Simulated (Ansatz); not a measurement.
Molecule: C3H6N, charge -1, multiplicity 1. It need not be the lowest isomer of its formula. Whether it binds its extra electron was not tested at this geometry. 
Coordinates optimised at B3LYP-D3(BJ)/def2-TZVP (Ansatz, a program for electronic structure):
SMILES: [NH-]C1CC1
```xyz
10

C     -0.8288    -0.8532     0.0933
C     -0.9292     0.6246    -0.2354
C      0.3400     0.1382     0.4095
N      1.5163     0.1949    -0.3355
H     -0.6457    -1.5298    -0.7341
H     -1.4679    -1.2405     0.8878
H     -1.6358     1.2245     0.3336
H     -0.8264     0.9080    -1.2773
H      0.3313     0.3517     1.5054
H      2.1385    -0.5358     0.0287
```
Charge -1, spin multiplicity 1.

Basis-set convergence of Hartree-Fock and CCSD correlation energies (hartree) with Ansatz. Cores are frozen in the correlated levels unless marked. Spin-orbit coupling is left out. No relativistic terms.

```json
[
 {"basis": "aug-cc-pVDZ", "functions": "146", "E(HF)": "-171.44990", "E(corr, CCSD)": "-0.67498"},
 {"basis": "aug-cc-pVTZ", "functions": "322", "E(HF)": "?", "E(corr, CCSD)": "?"}
]
```

Q: Fill in the missing entries.

A: 
- aug-cc-pVTZ, E(HF): -171.48894
- aug-cc-pVTZ, E(corr, CCSD): -0.78391
